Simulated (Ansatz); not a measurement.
Ansatz (a first-principles code) input (B3LYP/6-31G* with LANL2DZ past Ar): The .json file joins the Basis Set Exchange's 6-31G* for atoms up to Ar and LANL2DZ past it.

Ansatz 0.2 input:
```yaml
crystal:
  periodic: [false, false, false]
  atoms:
    - {symbol: Hg, position_ang: [-0.01124637, 0.30736946, 0.07227517]}
    - {symbol: Cl, position_ang: [1.80366275, -0.25427282, -1.88785089]}
    - {symbol: Cl, position_ang: [-1.75073866, -1.19217171, 1.54773245]}
basis:
  gaussian:
    orbitals: 6-31Gs+LANL2DZ.json
hamiltonian:
  xc: {name: B3LYP}
total_charge: -1
magnetization: {spin_polarized: true, initial_magnetization: 1}
phonons: {temperatures: {t_min: 298.15, t_max: 298.15, t_step: 100}}
```

Question: Which harmonic wavenumbers does it give?

Answer: 36, 179, 185 cm⁻¹ (unscaled; negative means imaginary).
